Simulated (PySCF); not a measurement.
Ga(H)(Cl)(Et) (C2H6ClGa), SMILES C[CH2][GaH][Cl]. Atoms are numbered in the order given.

```xyz
10

Ga    -0.1500    -0.3565     0.2448
H     -0.6957    -1.6960     0.8316
Cl     0.3847     1.1163     1.7346
C      0.1171     0.1773    -1.6193
C     -0.2567    -0.8910    -2.6526
H      1.1745     0.4789    -1.7207
H     -0.4630     1.1040    -1.7754
H     -1.3179    -1.1793    -2.5761
H      0.3366    -1.8108    -2.5215
H     -0.0881    -0.5387    -3.6837
```

Geometry: ωB97X-D3(BJ)/def2-SVP. The structure was generated by enumeration; whether it is a known compound was not checked. The values are those of a single conformer.

Two levels are set side by side: PBE/pcSseg-1 (PySCF) and KT2/pcSseg-1 (PySCF). GIAO shifts against HCl (³⁵Cl), TMS (¹H), TMS (¹³C) at the same level; non-relativistic, no solvent, atoms listed together averaged. Without spin–orbit terms, shifts of atoms bonded to Cl or Br come out too high at both levels. Differences are taken from unrounded values.

| quantity | KT2 |
|---|---|
| δ(¹H) of H2 (ppm) | 6.70 |
| δ(³⁵Cl) of Cl3 (ppm) | 165.8 |
| δ(¹³C) of C4 (ppm) | 22.0 |
| δ(¹³C) of C5 (ppm) | 13.7 |
| δ(¹H) of H6, H7 (ppm) | 1.46 |

What does PBE give, and how far is it from KT2? (Estimate from the structure and the level; the computed values follow.)


| quantity | PBE | PBE minus KT2 |
|---|---|---|
| δ(¹H) of H2 (ppm) | 6.77 | 0.07 |
| δ(³⁵Cl) of Cl3 (ppm) | 169.5 | 3.8 |
| δ(¹³C) of C4 (ppm) | 22.3 | 0.3 |
| δ(¹³C) of C5 (ppm) | 13.3 | -0.3 |
| δ(¹H) of H6, H7 (ppm) | 1.45 | 0.00 |

Rough cost on one machine, each run with all the roots and properties that it gave: KT2 against PBE within a factor of 2.
